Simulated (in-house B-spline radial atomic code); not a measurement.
# TDHF excitations of Ca

Method: TDHF. Computed with a B-spline radial code for spherical atoms: linear response of the closed shell [Ar] 4s2 with bare exchange (time-dependent Hartree-Fock); scalar-relativistic (spin-free one-electron X2C), finite nucleus, no spin-orbit coupling, no double excitations, S, P, D and F terms only; shells from n = 2 respond.

The program warns: unstable towards triplet excitations of multipole 1.

Command:
```bash
python run_td.py task.json out
```
Settings (radii: box in bohr, nucleus in fm):
```
Z                        20
electrons                20
configuration            [Ar] 4s2
hamiltonian              x2c
method                   hf
box_radius               75
rms_radius               3.4776
intervals                78
```

Cost of the run: 0.5 s on 1 thread of AMD EPYC 9R45 96-Core Processor (Zen 5), on a shared host.

The lowest states, in the order of their Tamm-Dancoff energies; the method's threshold (minus the highest occupied level) is 5.341 eV. Labels give the largest channel, * marks a mixed state, and oscillator strengths are full-response dipole values. Measured ¹D terms are left out, since they can mix with doubly excited terms. Energies in eV:

```tsv
state	full response	Tamm-Dancoff	oscillator strength	measured (J-weighted term)
4s → 4p 3P	imaginary	1.115	-	1.892
4s → 3d 3D	2.269	2.353	-	2.524
4s → 4p 1P	2.807	2.944	1.84	2.933
4s → 5s 3S	3.172	3.196	-	3.910
4s → 3d 1D	3.162	3.206	-	-
4s → 5s 1S	3.575	3.584	-	4.131
4s → 5p 3P	3.837	3.853	-	4.534
4s → 4d 3D	?	?	-	?
4s → 5p 1P	4.051	4.085	0.111	4.554
4s → 4d 1D	?	?	-	-
4s → 6s 3S	4.272	4.277	-	-
4s → 6s 1S	4.386	4.390	-	-
4s → 4f 3F	4.485	4.485	-	-
4s → 4f 1F	4.493	4.493	-	-
4s → 6p 3P	4.508	4.513	-	-
4s → 5d 3D	4.587	4.589	-	-
4s → 6p 1P	4.584	4.595	0.0221	-
4s → 5d 1D	4.610	4.611	-	-
```

Task: Where does 4s → 4d 3D lie?

Result: At 4.050 eV in full response, 4.055 eV in Tamm-Dancoff; measured 4.681 eV.

Task: Where does 4s → 4d 1D lie?

Result: At 4.112 eV in full response, 4.116 eV in Tamm-Dancoff.

Task: How large is the singlet-triplet splitting of 4s → 4p (P terms) in Tamm-Dancoff?

Result: 1.83 eV, from the unrounded values.
